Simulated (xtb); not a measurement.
F4H2SSi2, SMILES F[SiH2]S[Si](F)(F)F. All values are semi-empirical tight-binding results from xtb (GFN2-xTB unless named), good for trends rather than for accurate numbers. Geometry optimised at GFN2-xTB. This is a generated structure with no PubChem entry under its InChIKey; it may be hypothetical. One conformer was computed; it need not be the lowest.

Optimised geometry:

```xyz
9

Si     1.9097     0.2167     0.9278
F      2.2411    -1.1517     0.1654
S      0.4533     1.3034    -0.2479
Si    -1.1112    -0.0829    -0.3222
F     -2.4228     0.5701    -0.9051
F     -1.5042    -0.6679     1.0984
F     -0.8557    -1.3729    -1.2011
H      1.3551    -0.1755     2.2043
H      3.0863     1.0493     0.8658
```
Charge 0, spin multiplicity 1.

Computed properties:
```json
{
 "orbital_gap": "4.83 eV",
 "zero_point_energy": "19.1 kcal/mol",
 "G − E(el) at 298.15 K (modified RRHO)": "-3.7 kcal/mol",
 "static polarisability (D4 model)": "89.9 bohr³",
 "solvation energy, GFN2-xTB/ALPB(water)": "1.6 kcal/mol",
 "solvation energy, GFN2-xTB/ALPB(octanol)": "-0.7 kcal/mol"
}
```

Computed atomic charges and the Wiberg bond orders between heavy atoms:
charges (e) Si1 0.58, F2 -0.24, S3 -0.31, Si4 0.71, F5 -0.22, F6 -0.23, F7 -0.22, H8 -0.03, H9 -0.03. Bond orders Si1–F2 1.15, Si1–S3 0.88, S3–Si4 1.06, Si4–F5 1.12, Si4–F6 1.09, Si4–F7 1.11.
